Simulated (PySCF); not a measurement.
H₂MoOS₃, SMILES [S]=[Mo]([SH])([OH])=[S], multiplicity 1. Atoms are numbered in the order given.

```xyz
7

Mo     0.0573     0.0804    -0.1952
S      0.3309     1.8542     0.9488
S      1.5653    -1.3533     0.2309
O      0.0064     0.5312    -2.0169
H      0.2924    -0.1233    -2.6854
S     -1.9028    -0.9804     0.4753
H     -2.6427     0.1679     0.5382
```

The structure is a stationary point at PBE-D3(BJ)/def2-SVP. The multiplicity is an assumed one; other spin states were not compared. The def2 effective core potentials stand for the cores of Mo; spin–orbit coupling is left out. The values are those of a single conformer.

These are PBE-D3(BJ)/def2-SVP (PySCF) values and carry that method's errors.

Frequencies are harmonic and unscaled.

| mode | ν (cm⁻¹) | IR (km/mol) | moving atoms (share of kinetic energy) |
|---|---|---|---|
| 1 | 130 | 1.5 | S 84 %, Mo 11 % |
| 2 | 139 | 1.8 | S 70 %, Mo 17 %, O 9 % |
| 3 | 171 | 2.1 | S 80 %, Mo 16 % |
| 4 | 175 | 2.7 | O 50 %, S 27 %, H 12 %, Mo 11 % |
| 5 | 201 | 4.9 | O 57 %, S 24 %, H 10 %, Mo 9 % |
| 6 | 292 | 24.6 | H 91 % |
| 7 | 328 | 107.0 | H 86 %, O 12 % |
| 8 | 390 | 20.8 | S 72 %, Mo 25 % |
| 9 | 536 | 26.4 | S 77 %, Mo 19 % |
| 10 | 546 | 54.1 | S 52 %, H 27 %, Mo 20 % |
| 11 | 595 | 61.6 | H 83 % |
| 12 | 624 | 129.5 | H 61 %, O 14 %, S 13 %, Mo 12 % |
| 13 | 708 | 51.2 | O 69 %, Mo 17 %, H 14 % |
| 14 | 2585 | 3.9 | H 97 % |
| 15 | 3701 | 221.8 | H 94 % |
